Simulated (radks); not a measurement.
Results of a calculation; reference values are marked as such.
Task: Neutral gallium, configuration [Ar] 3d10 4s2 4p1. Level of theory: scalar-relativistic Kohn-Sham, HCTH/407, spin-unpolarised, spherical densities, point nucleus (a radial shooting solver on a logarithmic mesh with Libxc functionals). Some entries of the table are withheld. Estimate them.

orbital  occ.  eigenvalue (hartree)  <r^2> (bohr^2)
1s          2                   (1)        0.003182
2s          2             -46.46322         0.05596
2p          6             -40.49441         0.04453
3s          2              -5.48104          0.4897
3p          6                   (2)             (3)
3d         10              -0.73841          0.8428
4s          2                   (4)           6.375
4p          1                   (5)           15.25

Result: 
(1) 1s eigenvalue (hartree): -375.7652
(2) 3p eigenvalue (hartree): -3.67384
(3) 3p <r^2> (bohr^2): 0.5418
(4) 4s eigenvalue (hartree): -0.33289
(5) 4p eigenvalue (hartree): -0.09987
